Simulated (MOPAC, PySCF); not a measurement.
C10H9ClSi, SMILES `c1cc(Cl)c2ccccc2c1[SiH3]`, neutral singlet in the gas phase. 

Cartesian coordinates (Å):
SMILES: [SiH3]c1ccc(Cl)c2ccccc12
```xyz
21

Si    -2.7494    -0.9894    -0.5575
C     -1.3279     0.1976    -0.2361
C     -1.5815     1.5566    -0.2163
C     -0.5617     2.5014     0.0189
C      0.7255     2.0740     0.2362
Cl     1.9589     3.2571     0.5226
C      1.0624     0.6900     0.2306
C      2.3809     0.2217     0.4516
C      2.6616    -1.1240     0.4375
C      1.6337    -2.0609     0.2012
C      0.3457    -1.6318    -0.0162
C      0.0113    -0.2526    -0.0103
H     -2.9511    -1.9310     0.5872
H     -3.9880    -0.1768    -0.7464
H     -2.5129    -1.8139    -1.7831
H     -2.5962     1.9273    -0.3859
H     -0.7855     3.5691     0.0299
H      3.1701     0.9525     0.6336
H      3.6836    -1.4692     0.6097
H      1.8621    -3.1292     0.1910
H     -0.4415    -2.3684    -0.1981
```
Charge 0, multiplicity 1.

All levels are single points at this geometry (PBE0-D4/def2-SVP); Pople sets use spherical d functions. Orbital energies aren't observables, and empty levels follow the basis.

PM7 in MOPAC gives dipole (D) = 1.84.

**Question.** Estimate the dipole (D) from each of these levels: B3LYP-D3(BJ)/def2-TZVP in PySCF; PBE0-D4/def2-TZVP in PySCF; B3LYP/6-31G* in PySCF; AM1 in MOPAC; PM3 in MOPAC.

**Answer.** 
```
level                            dipole (D)
-------------------------------  ----------
B3LYP-D3(BJ)/def2-TZVP in PySCF        0.70
PBE0-D4/def2-TZVP in PySCF             0.71
B3LYP/6-31G* in PySCF                  0.84
AM1 in MOPAC                           1.14
PM3 in MOPAC                           1.26
```
